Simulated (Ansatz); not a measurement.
Geometry optimisation of the cluster Co4.

```yaml
crystal:
  periodic: [false, false, false]
  atoms:
    - {symbol: Co, position_ang: [-1.602515, -0.867514, -0.686958]}
    - {symbol: Co, position_ang: [0.522205, -0.998212, 0.035762]}
    - {symbol: Co, position_ang: [-0.518652, 0.998508, -0.043877]}
    - {symbol: Co, position_ang: [1.598962, 0.867218, 0.695073]}
basis:
  gaussian: {orbitals: def2-SVP}
magnetization: {spin_polarized: true, initial_magnetization: 4}
hamiltonian: {xc: r2scan, dispersion: d4}
scf: {lower_state_search: "off"}
output: {orbitals: {seedname: orbitals}}
relax: {f_tol: 0.02, max_steps: 100}
```

```sh
$ ansatz run in.yaml --threads 4 --pin off --events-out ev --progress --plain --max-ram 4787MiB
```

Output, abridged:

```
Functional definition: r2SCAN
mean field -150483.47146130 eV, -5530.1655748424 hartree, gradient 2.5e-6 eV, S^2 8.903457; 0 other end points of the search recorded, 0 dependent functions left out
relax step   1: F+E_penalty+E_count = -150483.49479271 eV  Δ(F+E_penalty+E_count) = +0.000e0 eV  max|allowed force component| = 3.905e-1 eV/Å  Δτ_max = 0.0000 Å  (635 SCF iters, accepted)
mean field -150483.47949387 eV, -5530.1658700338 hartree, gradient 7.6e-6 eV, S^2 8.901436; 0 other end points of the search recorded, 0 dependent functions left out
relax step   2: F+E_penalty+E_count = -150483.50283161 eV  Δ(F+E_penalty+E_count) = -8.039e-3 eV  max|allowed force component| = 1.881e-1 eV/Å  Δτ_max = 0.0125 Å  (205 SCF iters, accepted)
mean field -150483.48340836 eV, -5530.1660138888 hartree, gradient 2.5e-6 eV, S^2 8.895437; 0 other end points of the search recorded, 0 dependent functions left out
relax step   3: F+E_penalty+E_count = -150483.50675811 eV  Δ(F+E_penalty+E_count) = -3.926e-3 eV  max|allowed force component| = 1.603e-2 eV/Å  Δτ_max = 0.0158 Å  (168 SCF iters, accepted)
Total energy: -150483.50678724 eV, -5530.1668730465 hartree
Atom 0 at    -1.586902    -0.859117    -0.680176 Å, force     0.015287     0.015044     0.007308 eV/Å
Atom 1 at     0.535168    -1.022309     0.036816 Å, force     0.011309     0.000204     0.004299 eV/Å
Atom 2 at    -0.532387     1.023151    -0.045230 Å, force    -0.012380     0.000777    -0.004003 eV/Å
Atom 3 at     1.584121     0.858276     0.688590 Å, force    -0.014216    -0.016025    -0.007604 eV/Å
Dipole moment:    -0.000200    -0.000108     0.001668 e Å
Checks for a lower state left out: stability, starts, cluster_reference, orbital_swaps, neighbouring_geometries, increment
```

It took 6.3 min on 4 threads of Arm Neoverse V1 on a shared host.

The charge 0 quintet is spin-contaminated (final ⟨S²⟩ up to 8.90, 6.00 for a pure state). The relaxation made no stability test and no search for a lower SCF solution. At r2SCAN-D4/def2-SVP a multiplicity 9 of charge 0 lies 1.81 eV below the quintet, each at its own geometry. The structure comes from a short search, and lower isomers may exist.
